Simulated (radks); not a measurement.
Ionisation of the mercury ion Hg33+, [Kr] 4d10 4f1, to [Kr] 4d10 as the strength of local exchange is varied. Method: Dirac Kohn-Sham, Slater X-alpha exchange (alpha = 2/3 is LDA exchange), no correlation, spin-unpolarised, spherical densities, finite nucleus; open shells are shared between the two j in proportion to 2j + 1; Fermi nuclear charge, rms radius 5.4648 fm; computed with a radial shooting solver on a logarithmic mesh with Libxc functionals.

alpha	E(Hg33+) (hartree)	exchange (hartree)	IE (eV)	-e of the level emptied (eV)	<r> of it (bohr)
0.584	-19030.1246	-267.0267	1248.5	1215.7 (4f7/2)	0.3802
0.667	-19068.1058	-305.4665	1258.1	1225.3 (4f7/2)	0.3787
0.781	-19120.3718	-358.4620	1271.4	1238.4 (4f7/2)	0.3767
0.792	-19125.4211	-363.5878	1272.7	1239.7 (4f7/2)	0.3765
0.825	-19140.5754	-378.9779	1276.6	1243.5 (4f7/2)	0.3759
0.869	-19160.7962	-399.5281	1281.7	1248.6 (4f7/2)	0.3752
0.995	-19218.7956	-458.5660	1296.6	1263.4 (4f7/2)	0.3730

NIST Atomic Spectra Database: 1280 +/- 60 eV (theoretical). The Delta-SCF value meets it near alpha = 0.85. Spin polarisation and multiplet splitting are left out, so open shells lie too high by an amount that depends on their filling. Sharing an open shell by 2j + 1 raises it above the true ground level by a part of the spin-orbit splitting, which enters the differences from NIST.

Beside tabulated values, note that spin-unpolarised runs miss the spin-polarisation part of the exchange energy of open shells.
